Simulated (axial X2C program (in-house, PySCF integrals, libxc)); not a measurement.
## SiBr⁻: properties at the nuclei

Computed with an axial X2C code built on PySCF integrals: two-component X2C with atomic mean-field Coulomb and Gaunt terms, Gaussian nuclei, basis Br dyall-acv3z, Si dyall-av3z with contracted cores.

R = 2.428 Å (near the PBE0 minimum at charge -1 of the determinant lowest at the starting distance; the state shown can have its own minimum elsewhere).

Determinant lowest in the PBE0 search, Ω = 1 (⟨Sz⟩ = 1.00, ⟨Lz⟩ = 0.00 at PBE0), spin on the atoms Br -0.01, Si 1.01:

| level | Eeff magnitude (GV/cm) | Ws magnitude Br (kHz) | Ws magnitude Si (kHz) | A∥/gI Br (MHz) | qzz Br (a.u.) | A∥/gI Si (MHz) | qzz Si (a.u.) |
| --- | --- | --- | --- | --- | --- | --- | --- |
| PBE0 | 0.116 | 0.0274 | 0.00953 | -39.2 | 3.12 | -129 | 0.72 |
| HF | 0.0166 | 0.0322 | 0.0236 | 0.473 | 2.82 | -92.7 | 0.84 |
| LDA | 0.229 | 0.0862 | 0.0025 | -65.8 | 3.11 | -101 | 0.70 |
| TPSSh | 0.0461 | 0.00434 | 0.0103 | -31.9 | 3.07 | -80.9 | 0.75 |
| BP86 | 0.103 | 0.025 | 0.00674 | -45.9 | 3.09 | -109 | 0.68 |

Determinant 0.71 eV from it at PBE0 and this distance, Ω = 0 (closed shell), highest spinor 81% Si p, 8% Br d, 5% Br p:

```csv
level,qzz Br (a.u.),qzz Si (a.u.)
PBE0,3.01,0.66
HF,2.78,0.73
LDA,2.98,0.63
TPSSh,2.92,0.67
BP86,2.94,0.61
```

Eeff is the effective electric field on the electron electric dipole moment in this Ω state and Ws the scalar–pseudoscalar constant of the nucleus named (defined with the proton number Z and per Ω); A∥ (defined per Ω) follows by multiplying with gI = μI/(I μN); qzz is the electric field gradient, eQq0 = 234.96 MHz × Q/barn × qzz. The operators were transformed with the bare-nucleus X2C matrices; with these basis sets, hyperfine constants and field gradients can be off by tens of per cent, and where levels differ in sign neither size nor sign is settled.

(1) With Q(79Br) = 0.3087 barn, gI(29Si) = -1.1106 (g factors from the IAEA table of nuclear moments by Stone; Q from Pyykkö, Mol. Phys. 2018), turn the PBE0 values of the first state into constants in MHz.

Each state is one determinant with collinear spin, which with several unpaired electrons need not be a pure state. Unrestricted Hartree–Fock can overshoot spin polarisation at the nuclei. For an anion, determinants above electron detachment, or with a positive highest level, are held by the basis set. A closed determinant beside an open π² or δ² triplet, such as (π1/2)², mixes with its partner pair into the 0⁺ component of the triplet and ¹Σ⁺, so its energy is not that of a level, and 0⁺ can lie lowest. With several open shells hyperfine constants can be off by a factor of several. Where Eeff spreads by more than a factor of two the levels disagree and none is to be relied on. Open-shell Ω = 0 determinants with evenly filled partner blocks cannot be reached by this program, so the Ω shown need not be the lowest component. The search compared states at one distance, so a state with another bond length can lie lower. The sign of Ws at Br differs between levels in the first state. Further determinants of the search, some of them spin-mixed, are not shown. Where a field gradient or hyperfine factor spreads by more than a factor of two over the levels, a constant derived from it is not to be relied on. PBE0 term energies can be off by some tenths of an eV.

Results:

(1) eQq0(79Br) = 234.96 × (0.3087) × (3.12) = 226 MHz; A∥(29Si) = -129 × -1.1106 = 143 MHz.
